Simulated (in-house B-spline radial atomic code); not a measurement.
## CAM-B3LYP excitations of Ca

Method: CAM-B3LYP. Computed with a B-spline radial code for spherical atoms: linear response of the closed shell [Ar] 4s2 with the functional's adiabatic kernel; non-relativistic, point nucleus, no spin-orbit coupling, no double excitations, S, P, D and F terms only; shells from n = 2 respond.

Command:
```bash
python run_td.py task.json out
```
Settings (radii: box in bohr, nucleus in fm):
```
Z                        20
electrons                20
configuration            [Ar] 4s2
hamiltonian              nr
method                   camb3lyp
box_radius               75
intervals                58
```

Cost of the run: 0.6 s on 1 thread of Intel(R) Xeon(R) 6975P-C (Granite Rapids), with other jobs on the host.

The lowest states, in the order of their Tamm-Dancoff energies; the method's threshold (minus the highest occupied level) is 5.148 eV. Labels give the largest channel, * marks a mixed state, and oscillator strengths are full-response dipole values. Measured ¹D terms are left out, since they can mix with doubly excited terms. Semilocal kernels can invert the small singlet-triplet splittings of Rydberg terms. Energies in eV:

| state | full response | Tamm-Dancoff | oscillator strength | measured (J-weighted term) |
| --- | --- | --- | --- | --- |
| 4s → 3d 3D | 1.598 | 1.633 | - | 2.524 |
| 4s → 4p 3P | 1.716 | 1.825 | - | 1.892 |
| 4s → 3d 1D | ? | ? | - | - |
| 4s → 4p 1P | ? | ? | ? | ? |
| 4s → 5s 3S | 3.728 | 3.731 | - | 3.910 |
| 4s → 5s 1S | 3.884 | 3.894 | - | 4.131 |
| 4s → 5p 3P | 4.233 | 4.237 | - | 4.534 |
| 4s → 4d 1D | 4.281 | 4.282 | - | - |
| 4s → 4d 3D | 4.344 | 4.345 | - | 4.681 |
| 4s → 5p 1P | 4.324 | 4.353 | 0.0909 | 4.554 |
| 4s → 6s 3S | 4.546 | 4.547 | - | - |
| 4s → 6s 1S | 4.590 | 4.593 | - | - |

Question: Where does 4s → 3d 1D lie?

Answer: At 2.100 eV in full response, 2.121 eV in Tamm-Dancoff.

Question: Where does 4s → 4p 1P lie?

Answer: At 3.024 eV in full response, 3.172 eV in Tamm-Dancoff, oscillator strength 1.82; measured 2.933 eV.

Question: How large is the singlet-triplet splitting of 4s → 3d (D terms) in Tamm-Dancoff?

Answer: 0.488 eV, from the unrounded values.

Question: What polarisabilities and dispersion coefficient does the method give?

Answer: Dipole 156 bohr³, quadrupole 3114 bohr⁵, C6 2142 hartree·bohr⁶ for two such species. Recommended dipole value: 160.8 ± 4 bohr³ (Schwerdtfeger and Nagle, table of static dipole polarizabilities (2023 update)), which includes relativity and correlation.
